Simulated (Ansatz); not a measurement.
`[Cl][GeH3]`, relaxed with RKS PBE-D4/def2-SVP in the Gaussian-basis code of Ansatz from a rough embedded geometry. The force threshold is 0.03 eV/Å; the program also tests the step.

The species carries charge 0 and has multiplicity 1.

Start:

```xyz
5

Cl    1.456    1.200    0.716
Ge   -0.075   -0.060   -0.033
H    -0.655   -0.928    1.130
H     0.471   -1.002   -1.155
H    -1.197    0.791   -0.658
```

(1) How much energy does the relaxation release, and in how many steps? (Best estimate.)

(2) Which bonds change most? (Estimate.)

(3) Give the relaxed structure. (Estimate.)

Results:

(1) The calculation gave: 4.64 kJ/mol, in 3 steps.

(2) Computed: Cl1–Ge2 from 2.120 to 2.181 Å; Ge2–H4 from 1.564 to 1.548 Å; Ge2–H3 from 1.562 to 1.548 Å; Ge2–H5 from 1.540 to 1.548 Å.

(3) Computed: 
```xyz
5

Cl    1.470    1.198    0.709
Ge   -0.113   -0.092   -0.055
H    -0.651   -0.924    1.134
H     0.509   -1.002   -1.141
H    -1.214    0.820   -0.647
```
